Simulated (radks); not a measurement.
Spherical jellium clusters: N electrons in a uniform positive sphere of charge N and radius rs N^(1/3), rs = 2.48 bohr. Method: non-relativistic Kohn-Sham, exchange-only LDA, spin-polarised, spherical densities; computed with a radial shooting solver with Libxc functionals. Levels are named by radial order and angular momentum (1s, 1p, 1d, 2s, ...), and open shells are averaged over m. Each electron was tried in the lowest free levels, single moves between levels near the top were tried too, and the lowest total energy was kept; such a search can miss a lower state. Energies include the self-energy of the background; IP and EA are vertical (highest electron removed, lowest free level filled), at fixed background; spill-out counts the electrons outside the background radius R, and alpha is the static dipole polarisability from linear response (closed shells only). A dash means not computed or, for alpha, an open shell; in EA it means that no bound solution was reached, which is typical of self-interaction and does not show that the anion is unstable. Real open-shell clusters deform, which this model forbids.

N,open shells,2S,E(N+1) + E(N-1) - 2E(N) (eV),EA (eV),-e(HOMO) (eV),spill-out (e)
1,"1s(up 1, down 0)",1,-,-,3.494,0.57
2,none,0,1.688,-,3.701,0.83
3,"1p(up 1, down 0)",1,-0.970,-,1.844,1.25
4,"1p(up 2, down 0)",2,-0.907,-,2.753,1.52
5,"1p(up 3, down 0)",3,1.042,-,3.395,1.71
6,"1p(up 3, down 1)",2,-0.937,-,2.486,1.91
7,"1p(up 3, down 2)",1,-0.674,-,3.188,2.07
8,none,0,2.502,-,3.693,2.21
9,"1d(up 1, down 0)",1,-0.484,-,1.384,2.48
10,"1d(up 2, down 0)",2,-0.460,-,1.916,2.70
11,"1d(up 3, down 0)",3,-0.421,-,2.345,2.88
12,"1d(up 4, down 0)",4,-0.378,-,2.704,3.04
13,"1d(up 5, down 0)",5,0.331,-,3.011,3.17
14,"1d(up 5, down 0) 2s(up 1, down 0)",6,0.563,-,2.790,3.47
15,"1d(up 5, down 1) 2s(up 1, down 0)",5,-0.456,-,2.316,3.59
16,"1d(up 5, down 2) 2s(up 1, down 0)",4,-0.425,-,2.685,3.71
17,"1d(up 5, down 4)",1,-0.463,-,3.065,3.68
18,none,0,0.098,-,3.314,3.79
19,"2s(up 1, down 0)",1,0.333,-,3.243,4.00
20,none,0,1.559,-,3.019,4.25
21,"1f(up 1, down 0)",1,-0.280,-,1.516,4.41
22,"1f(up 2, down 0)",2,-0.262,-,1.795,4.55
23,"1f(up 3, down 0)",3,-0.245,-,2.041,4.68
24,"1f(up 4, down 0)",4,-0.229,-,2.261,4.79
25,"1f(up 5, down 0)",5,-0.214,-,2.461,4.90
26,"1f(up 6, down 0)",6,-0.200,-,2.644,5.00
27,"1f(up 7, down 0)",7,0.701,-,2.811,5.10
28,"1f(up 7, down 0) 2p(up 1, down 0)",8,-0.105,-,2.226,5.38
29,"1f(up 7, down 0) 2p(up 2, down 0)",9,-0.099,-,2.452,5.65
30,"1f(up 7, down 0) 2p(up 3, down 0)",10,0.103,-,2.646,5.91
31,"1f(up 7, down 1) 2p(up 3, down 0)",9,-0.819,-,2.569,5.98
32,"1f(up 7, down 5)",2,0.061,-,2.729,5.57
33,"1f(up 7, down 6)",1,-0.166,1.493,2.884,5.65
34,none,0,-,-,3.027,5.73

All shells are closed at N = 2, 8, 18, 20, 34 (there: 1s2 1p6 1d10 2s2 1f14); the second difference of the energy has clear peaks (12 % above both neighbours; the first and last values, which can be the largest, are not judged, and half-filled shells can peak too) at N = 5, 8, 14, 20, 27, 30, 32.
